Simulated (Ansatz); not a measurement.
Basis sets compared for Mo₃H₆S₈. Total charge 0; singlet. Geometry r2SCAN-D4/def2-SVP. Ansatz on 2 threads of AMD EPYC 7R13 on a shared host and a share (18 GiB) of an NVIDIA H100 80GB HBM3; times are rough, and most runs start from earlier orbitals.

```xyz
17

Mo   -0.9928    0.5493   -0.4564
Mo    1.3936    0.9932   -0.0900
Mo    0.3434   -1.5437    0.4517
S    -1.9558    1.5125    1.1967
S     2.5214   -0.9579    0.0778
S    -1.2329    1.5170   -2.5836
S    -1.7504   -1.7409   -0.9326
S     1.3888    2.0901    1.9037
S     2.0137    2.2517   -1.9127
S    -0.0248   -1.6957    2.6971
S     0.6228   -3.6770   -0.3941
H    -2.5188    1.9039   -2.3676
H    -2.6115   -1.6660    0.1170
H     0.0059    2.1695    2.0584
H     0.8335    2.5543   -2.5360
H     0.0443   -0.3357    2.8284
H     1.9198   -3.9247   -0.0577
```

In the def2 sets Mo takes a core potential; there is no spin–orbit coupling. Single mean-field runs in def2-TZVP are fitted with def2-universal-jkfit. The restricted singlet is unstable towards broken spin symmetry in Hartree–Fock (as tested in another run); at PBE-D4/def2-SVP, PBE0-D4/def2-SVP, PBE0-D4/def2-TZVP this wasn't settled.

Binding counts from free atoms (Mo septet, S triplet, H doublet) in the same basis, without a counterpoise term.

```
           level  functions  energy (Eh)  HOMO (eV)  LUMO (eV)  binding per atom (eV)  wall time
 PBE-D4/def2-SVP        267   -3391.9475      -5.58      -4.41                   3.60       15 s
PBE0-D4/def2-SVP        267   -3392.0071      -6.75      -3.92                   3.29       26 s
```

(1) Estimate the rows for PBE-D4/def2-TZVP (with forces), PBE0-D4/def2-TZVP (with forces).

## Answers

(1) 
```tsv
level	functions	energy (Eh)	HOMO (eV)	LUMO (eV)	binding per atom (eV)	wall time
PBE-D4/def2-TZVP (with forces)	452	-3393.1207	-5.57	-4.42	3.59	5 s
PBE0-D4/def2-TZVP (with forces)	452	-3393.1710	-6.68	-3.88	3.30	7.5 s
```
